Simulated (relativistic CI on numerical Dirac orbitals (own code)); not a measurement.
One change at a time: Re74+

Base calculation: Dirac-Coulomb-Breit CI, orbitals from a KLI potential per configuration, model QED.

CI space: 1s, 2s, 2p, 3s, 3p, 3d, 4s, 4p, 4d, 4f, 5s, 5p, 5d, 5f, 5g, 6s, 6p, 6d. Levels of other configurations are missing.

Variants: (1) QED terms removed; (2) non-relativistic limit. Shifts of the energy above 1s 2S_1/2, in eV, for the lowest level and the first level of each name with at least 55 % of one term (blank where a level changes its place among those of its configuration and J or its character, or is not in the variant):

| Level | Base | Δ(1) | Δ(2) |
| --- | --- | --- | --- |
| 1s 2S_1/2 | 0.0 | 0.0 | 0.0 |
| 2p 2P°_1/2 | 61891.5 | +127.6 | -4498.5 |
| 2s 2S_1/2 | 61917.2 | +106.9 | -4523.4 |
| 2p 2P°_3/2 | 63661.7 | +126.1 | -6268.7 |
| 3p 2P°_1/2 | 73911.8 | +129.6 | -5889.3 |
| 3s 2S_1/2 | 73919.4 | +123.5 | -5896.7 |
| 3d 2D_3/2 | 74437.9 | +130.4 | -6415.4 |
| 3p 2P°_3/2 | 74439.1 | +129.1 | -6416.7 |
| 3d 2D_5/2 | 74587.4 | +130.0 | -6565.0 |
| 4p 2P°_1/2 | 78042.6 | +130.0 | -6299.8 |
| 4s 2S_1/2 | 78045.7 | +127.5 | -6302.9 |
| 4d 2D_3/2 | 78262.9 | +130.3 | -6520.1 |
| 4p 2P°_3/2 | 78263.4 | +129.8 | -6520.6 |
| 4f 2F°_5/2 | 78326.2 | +130.4 | -6583.5 |
